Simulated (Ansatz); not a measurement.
A nudged elastic band was laid between two geometries of ClH2InO2 + H2 (8 atoms, charge 0, multiplicity 1).

The calculation used RHF/def2-SVP (Ansatz).

```yaml
movable_images: 5
climbing_image: yes
spring: 5.0 eV/Å²
optimiser: quadratic models (default)
start_path: through a guess of the saddle point
force_threshold: 0.05 eV/Å
iteration_limit: 60
end_points: relaxed
```

Image 0:

```xyz
8
Properties=species:S:1:pos:R:3
In 0.081 -0.378 0.108
O 0.083 -0.642 2.060
H -0.731 -0.723 2.533
Cl 2.128 -0.388 -1.003
O -1.548 -0.172 -0.976
H -2.401 -0.190 -0.571
H 0.173 2.533 0.752
H 0.238 2.197 1.418
```

Image 6:

```xyz
8
Properties=species:S:1:pos:R:3
In 0.171 0.795 -0.236
O -0.024 0.154 2.007
H -0.889 -0.237 1.892
Cl 1.819 -0.651 -1.152
O -1.615 -0.120 -0.109
H -1.850 -0.803 -0.717
H 0.399 2.494 -0.201
H 0.012 0.606 2.838
```

Which bonds break or form, and what moves?

Bonds broken: H7–H8. Bonds formed: In1–H7, O2–H8. ClH2InO2 + H2 becomes ClH4InO2.

Give the energies along the band, and the barrier.

It converged. The highest image is number 3 of 0 to 6, 23.2 kcal/mol above the first end and 51.4 kcal/mol above the last; the last end lies 28.2 kcal/mol below the first. Beside the main top the profile has a ripple of under 15 meV (maxima at images 1, 3), which may be a very shallow well or noise. A structure lower than the first end lies on the path between it and the top, so the climb from that side starts below the end, which may itself be a saddle point or a shallow side well. Neighbouring images differ by up to 1.8 eV, so the band resolves the path poorly. A vibrational analysis at the climbing image gives one clearly imaginary mode, 1717i cm⁻¹: a first-order saddle point. The orbitals stay closed-shell, which can raise the energy where a bond breaks towards radicals; this wasn't checked here.

```
image  path coordinate (Å)  energy (kcal/mol)  H7–H8 (Å)  In1–H7 (Å)  O2–H8 (Å)
    0                 0.00                0.0       0.75        2.98       2.91
    1                 0.96                0.1       0.75        2.92       3.13
    2                 1.92               -0.3       0.75        2.69       2.32
    3                 2.87               23.2       0.98        2.04       1.30
    4                 3.80              -19.3       2.08        1.74       0.95
    5                 4.73              -26.4       3.00        1.72       0.95
    6                 5.66              -28.2       3.60        1.71       0.95
```

What is the geometry of the highest image?


```xyz
8
Properties=species:S:1:pos:R:3
In -0.014 0.128 0.042
O 0.141 0.121 2.136
H -0.454 -0.231 2.784
Cl 1.885 -0.471 -1.189
O -1.850 -0.192 -0.592
H -2.003 -0.422 -1.495
H 0.177 1.955 0.936
H 0.142 1.350 1.701
```

Run time: 3.3 min on 1 thread of Arm Neoverse V1, with other jobs on the host, peak memory 0.19 GiB.
